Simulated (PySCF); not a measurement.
C₄H₅F, SMILES F[C@H]1C=CC1.

Geometry optimised at PBE0-D3(BJ)/def2-SVP. The structure was generated by enumeration; whether it is a known compound was not checked.

These are SMD-B3LYP/def2-SVP (PySCF) values and carry that method's errors.

Solvation free energies are E(SMD) − E(gas) at the gas-phase geometry, for 1 M in both phases. In vacuum the dipole moment is 1.74 D.

Computed solvation free energies in water, benzene, methanol:
| solvent | ΔG(solv) (kcal/mol) | its non-electrostatic (CDS) part | dipole (D) |
|---|---|---|---|
| water | -0.3 | 2.8 | 2.16 |
| benzene | -3.7 | -2.2 | 1.93 |
| methanol | -3.5 | -0.4 | 2.15 |
